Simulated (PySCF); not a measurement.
Compound: C4H7F3Si.
SMILES with atom numbers: `[CH3:1][Si@@H:2]1[CH2:3][C@@H:4]1[C:5]([F:6])([F:7])[F:8]` (hydrogens: H9, H10, H11 on C1; H12 on Si2; H13, H14 on C3; H15 on C4)

Computed, not measured: PySCF 2.14.0, PBE0-D3(BJ)/def2-SVP geometry optimisation, gas phase.

Problem. What internal coordinates does the optimisation give?

Solution. 
| bond | length (Å) | order |
| --- | --- | --- |
| C1–Si2 | 1.862 | single |
| Si2–C3 | 1.856 | single |
| C3–C4 | 1.542 | single |
| C4–C5 | 1.488 | single |
| C5–F6 | 1.348 | single |
| C5–F7, C5–F8 | 1.339 | single |
| Si2–C4 | 1.870 | single |
| C1–H9, C1–H10, C1–H11 | 1.100 | single |
| Si2–H12 | 1.485 | single |
| C3–H13 | 1.094 | single |
| C3–H14 | 1.097 | single |
| C4–H15 | 1.096 | single |

Bonds in one row agree within 0.01 Å and their mean is given. Orders are formal, as drawn. A selection of angles:
| angle | degrees |
| --- | --- |
| C1–Si2–C3 | 121.0 |
| C1–Si2–C4 | 121.5 |
| C3–Si2–C4 | 48.9 |
| Si2–C3–C4 | 66.0 |
| C3–C4–C5 | 118.2 |
| Si2–C4–C3 | 65.1 |
| Si2–C4–C5 | 124.8 |
| C4–C5–F6 | 112.0 |
| F6–C5–F7 | 107.3 |
| F6–C5–F8 | 106.2 |

Torsions: C1–Si2–C3–C4 -106° (anticlinal); Si2–C3–C4–C5 118° (anticlinal); C3–C4–C5–F6 -47° (synclinal); C1–Si2–C4–C3 105° (anticlinal).

Of the pairs four or more bonds apart, F6···H10 is among the closest relative to their van der Waals radii: 2.54 Å, 95 % of the sum of Bondi's values. The 3-membered ring Si2–C3–C4 has internal angles of 48.9° to 66.0°. Si2 (SiH silicon) has angles from 48.9° to 121.5°. The C–C distances run from 1.488 Å (C4–C5, drawn single) to 1.542 Å (C3–C4, drawn single), a spread of 0.054 Å.

Point group: C1 (no symmetry element, even within 0.4 Å). No PBE0-D3(BJ)/def2-SVP frequencies stand behind this structure, so it isn't proved a minimum.

Hardware: an Arm Neoverse N1 with one thread, no GPU, on a shared host. Cost: 3.3 min wall, 0.61 GiB resident at most. These figures are those of the optimisation.
